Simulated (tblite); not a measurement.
Parent: `[CH2:1]=[CH:2][CH2:3][C:4](=[C:5]=[O:6])[SiH2:7][CH3:8]` with C1–C2–C3–C4 119°, C2–C3–C4–C5 103°, C3–C4–Si7–C8 80°, C6H10OSi.

Computed geometry: GFN2-xTB, gas phase. One conformer each, not checked by frequencies here.

```csv
coordinate of the parent,value
C1=C2,1.320 Å
C2–C3,1.497 Å
C3–C4,1.514 Å
C4=C5,1.288 Å
C5=O6,1.168 Å
C4–Si7,1.894 Å
Si7–C8,1.899 Å
C1–C2–C3,124.3°
C2–C3–C4,110.8°
C3–C4–C5,124.5°
C3–C4–Si7,118.8°
C5–C4–Si7,116.6°
C4–C5–O6,175.0°
C4–Si7–C8,110.2°
```

Task: How does the shared frame change in `[CH2:1]=[CH:2][SiH2:3][C:4](=[C:5]=[O:6])[SiH2:7][CH3:8]` with C1–C2–Si3–C4 19°, C2–Si3–C4–C5 -105°, Si3–C4–Si7–C8 -87°, C5H10OSi2? Atoms pair as C4 = C4, C5 = C5, O6 = O6, Si7 = Si7, C8 = C8 (parent first).

Result: 
| parent | relative | value in the relative | change |
| --- | --- | --- | --- |
| C4=C5 | C4=C5 | 1.286 Å | -0.002 |
| C5=O6 | C5=O6 | 1.167 Å | -0.001 |
| C4–Si7 | C4–Si7 | 1.889 Å | -0.005 |
| Si7–C8 | Si7–C8 | 1.899 Å | 0.000 |
| C5–C4–Si7 | C5–C4–Si7 | 119.2° | +2.6 |
| C4–C5–O6 | C4–C5–O6 | 179.7° | +4.7 |
| C4–Si7–C8 | C4–Si7–C8 | 110.1° | -0.1 |

Of the parent's bonds, C4–Si7 changes most (-0.005 Å). Bonds of the relative outside the shared frame: C1=C2 1.324, C2–Si3 1.886, Si3–C4 1.886 Å. Point group C1 → C1.
